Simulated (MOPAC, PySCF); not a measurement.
C4H4, SMILES `C1=CC=C1`, neutral singlet in the gas phase. 

Cartesian coordinates (Å):
```xyz
8

C      0.9914     0.2964     0.0409
C      0.4540    -0.9298     0.0243
C     -0.9914    -0.2964    -0.0409
C     -0.4540     0.9298    -0.0243
H      2.0036     0.6945     0.0821
H      0.8474    -1.9444     0.0464
H     -2.0036    -0.6945    -0.0821
H     -0.8474     1.9444    -0.0464
```
Charge 0, spin multiplicity 1.

All levels are single points at this geometry (PBE-D3(BJ)/def2-TZVP); Pople sets use spherical d functions. Orbital energies aren't observables, and empty levels follow the basis.

PBE-D3(BJ)/def2-TZVP in PySCF gives dipole (D) = 0.00.

Task: Estimate the dipole (D) from each of these levels: B3LYP/3-21G in PySCF; B3LYP/6-311+G** in PySCF; B3LYP/6-31G* in PySCF; BP86/6-31G* in PySCF; PBE/6-31G* in PySCF; SVWN5/6-31G* in PySCF; HF/3-21G in PySCF; HF/6-31G* in PySCF; AM1 in MOPAC; PM3 in MOPAC; PM6 in MOPAC; PM7 in MOPAC.

Result: 
| level | dipole (D) |
|---|---|
| B3LYP/3-21G in PySCF | 0.00 |
| B3LYP/6-311+G** in PySCF | 0.00 |
| B3LYP/6-31G* in PySCF | 0.00 |
| BP86/6-31G* in PySCF | 0.00 |
| PBE/6-31G* in PySCF | 0.00 |
| SVWN5/6-31G* in PySCF | 0.00 |
| HF/3-21G in PySCF | 0.00 |
| HF/6-31G* in PySCF | 0.00 |
| AM1 in MOPAC | 0.00 |
| PM3 in MOPAC | 0.00 |
| PM6 in MOPAC | 0.00 |
| PM7 in MOPAC | 0.00 |
